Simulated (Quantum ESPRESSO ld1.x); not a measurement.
Question: The mean radii <r> (bohr) of the occupied orbitals of an atom or ion are listed with their occupations. Calculated with ld1.x of Quantum ESPRESSO 7.5: scalar-relativistic Kohn-Sham, LDA (Slater exchange, Perdew-Zunger correlation), spin-polarised, spherical densities, point nucleus.

| orbital | occ. | <r> |
|---|---|---|
| 1s | 2 | 0.04412 |
| 2s | 2 | 0.1932 |
| 2p | 6 | 0.1681 |
| 3s | 2 | 0.4794 |

Name the element and its charge. Open shells, if any, are filled with parallel spins first.

Answer: Z = 34, selenium, charge +22: Se22+ in [Ne] 3s2. The 1s radius gives Z: for a bare nucleus <r> = (2 gamma + 1)/(2Z) with gamma = sqrt(1 - (Z/c)^2), 0.0432 bohr for Z = 34, and screening makes it slightly larger (0.04412 here). The occupations add up to 12, and the charge is Z minus that.
